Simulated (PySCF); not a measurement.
Ligands exchanged one at a time, Ga F-H. Isolated molecules, 0 K electronic values unless said otherwise. Strings in code marks are SMILES.

Quantity: vertical ionisation energy (energy after one electron is removed minus that of the parent at the parent's geometry), in eV.

Level 1: B3LYP/6-31G* // B3LYP-D3(BJ)/def2-TZVP (PySCF)
Level 2: minus the HOMO energy of B3LYP-D3(BJ)/def2-TZVP (PySCF)
Level 3: minus the HOMO energy of B3LYP/6-31G* // B3LYP-D3(BJ)/def2-TZVP (PySCF)
Level 4: minus the HOMO energy of HF/3-21G // B3LYP-D3(BJ)/def2-TZVP (PySCF)

| species | level 1 | level 2 | level 3 | level 4 |
|---|---|---|---|---|
| `[GaH3]` | 11.28 | 8.41 | 8.41 | 11.51 |
| `[F][GaH2]` | 11.47 | 8.80 | 8.60 | 11.98 |
| `[F][GaH][F]` | 12.79 | 10.18 | 9.86 | 13.64 |
